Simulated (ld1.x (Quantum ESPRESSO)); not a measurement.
**Logarithmic derivatives: Tb, TM semilocal**

* Element: terbium (Tb)
* Generator: ld1.x (Quantum ESPRESSO) 7.5
* Type: norm-conserving Troullier–Martins (semilocal form)
* Functional: PBE
* Relativity: scalar-relativistic
* Frozen core: [Kr] 4d10
* Valence charge: 19
* Reference configuration: 4f9 5s2 5p6 5d0 6s0 6p0 (charge +2)
* Partial waves: 5p (bound): rc 2.10 bohr; 5d (bound, empty): rc 3.40 bohr; 4f (bound): rc 1.40 bohr; 5s (bound): rc 0.55 bohr
* Local potential: the s channel
* Core correction: Bessel-smoothed model core inside 0.35 bohr

The phase is arctan(r·u′/u) with u = r·R(r), unwrapped; energies in Ry, scanned from -7 to 5 Ry. A pole is an energy at which the radial function vanishes at the test radius. The pseudo phase is shifted by a multiple of π to meet the all-electron one at the reference energy, and phase errors are pseudo minus all-electron; the curves can meet again beyond the range given. Levels narrower than the energy grid can be missing from the lists of poles. n/a: not evaluated, since a narrow level or a reset projector energy made the automatic matching unsafe.

| channel | radius (bohr) | reference energy (Ry) | poles, all-electron | poles, pseudo | unbroken range about the reference energy with phases within 0.05 rad | phase error 1 Ry above the reference energy (rad) |
| --- | --- | --- | --- | --- | --- | --- |
| s | 3.69 | -4.51 | -0.14, 4.44 | -4.64, 0.01 | n/a | n/a |
| p | 3.69 | -2.84 | -2.82, 0.73 | -5.01, -0.56, 4.74 | not even at the reference energy | -1.091 |
| d | 3.69 | -1.00 | -0.75, 2.37 | -2.08, 2.12 | not even at the reference energy | -1.084 |
| f | 3.69 | -1.24 | -1.22, 1.26, 4.84 | -3.10, 0.95 | not even at the reference energy | -1.955 |

The ghost test of this file was not conclusive. The potential misses its own reference levels by up to 38.7 eV, so it is not fit for use. The 5s radius (0.55 bohr) lies inside the outermost node of the all-electron wave (0.64 bohr), which a nodeless pseudo-wave cannot match soundly.

Phases in the p channel:

| E (Ry) | all-electron | pseudo |
| --- | --- | --- |
| -7.00 | 1.458 | 1.449 |
| -6.74 | 1.456 | 1.446 |
| -6.48 | 1.453 | 1.442 |
| -6.22 | 1.450 | 1.437 |
| -5.96 | 1.446 | 1.431 |
| -5.70 | 1.442 | 1.425 |
| -5.44 | 1.438 | 1.415 |
| -5.18 | 1.434 | 1.385 |
| -4.92 | 1.429 | -1.686 |
| -4.66 | 1.424 | -1.721 |
| -4.40 | 1.417 | -1.736 |
| -4.14 | 1.410 | -1.748 |
| -3.88 | 1.401 | -1.762 |
| -3.62 | 1.390 | -1.779 |
| -3.36 | 1.375 | -1.800 |
| -3.10 | 1.345 | -1.827 |
| -2.84 | -1.429 | -1.867 |
| -2.58 | -1.761 | -1.929 |
| -2.32 | -1.796 | -2.042 |
| -2.06 | -1.830 | -2.311 |
| -1.80 | -1.872 | -3.163 |
| -1.54 | -1.935 | -4.148 |
| -1.28 | -2.042 | -4.470 |
| -1.02 | -2.268 | -4.601 |
| -0.76 | -2.887 | -4.673 |
| -0.50 | -3.897 | -4.722 |
| -0.24 | -4.348 | -4.760 |
| 0.02 | -4.526 | -4.794 |
| 0.28 | -4.619 | -4.828 |
| 0.54 | -4.679 | -4.865 |
| 0.80 | -4.724 | -4.911 |
| 1.06 | -4.762 | -4.976 |
| 1.32 | -4.799 | -5.081 |
| 1.58 | -4.839 | -5.294 |
| 1.84 | -4.888 | -5.857 |
| 2.10 | -4.957 | -6.870 |
| 2.36 | -5.077 | -7.366 |
| 2.62 | -5.349 | -7.557 |
| 2.88 | -6.175 | -7.652 |
| 3.14 | -7.153 | -7.710 |
| 3.40 | -7.487 | -7.749 |
| 3.66 | -7.621 | -7.778 |
| 3.92 | -7.693 | -7.801 |
| 4.18 | -7.739 | -7.820 |
| 4.44 | -7.771 | -7.837 |
| 4.70 | -7.796 | -7.852 |
| 4.96 | -7.816 | -7.866 |
